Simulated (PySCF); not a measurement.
Compound: AsH2Et, C₂H₇As.
SMILES: `[H][As]([H])CC`

The closed-shell ground state was solved at several levels (PySCF, density fitting, gas phase). Isolated species at its PBE0-D3(BJ)/def2-SVP geometry (one conformer only). Relativistic effects, spin–orbit coupling among them, are left out although an element past zinc is present.

| level | basis functions | HOMO (eV) | LUMO (eV) | gap (eV) | dipole (D) |
| --- | --- | --- | --- | --- | --- |
| PBE0/pcSseg-1 | 110 | -7.17 | 0.50 | 7.67 | 1.10 |
| B3LYP/pcJ-1 (pcSseg-1 on As) | 165 | -6.96 | 0.27 | 7.23 | 1.03 |
| wB97X-D/pcSseg-1 | 110 | -8.99 | 2.26 | 11.25 | 1.07 |

Estimate the row for CAM-B3LYP/def2-SVPD, a basis of 134 functions; the other rows only guide the guess.

HOMO -8.43 eV, LUMO 0.97 eV, gap 9.40 eV, dipole 1.04 D.

Over all these levels, which gives the widest orbital gap and which the narrowest?

wB97X-D/pcSseg-1 (range-separated hybrid) has the widest, 11.25 eV, and B3LYP/pcJ-1 (pcSseg-1 on As) (global hybrid, 20 % exact exchange) the narrowest, 7.23 eV. Functional and basis both differ between the two, so the spread mixes both effects.

How far do the dipole and the HOMO energy spread over the levels?

The dipole runs from 1.03 to 1.10 D (mean 1.06 D) and the HOMO from -8.99 to -6.96 eV.
